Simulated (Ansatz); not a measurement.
Question: Name a neutral molecule of C, K and H with LUMO energy (ωB97M-V/def2-TZVPP) between -0.65 and -0.35 eV and HOMO–LUMO gap (PBE0/def2-TZVPP) between 2.45 and 2.75 eV (Ansatz, PBE0-D4/def2-TZVP geometry).

Answer: `[CH3][K]` (-0.42 eV, 2.68 eV). Other molecules can fit too; these were computed, each in one conformer that needn't be the lowest.
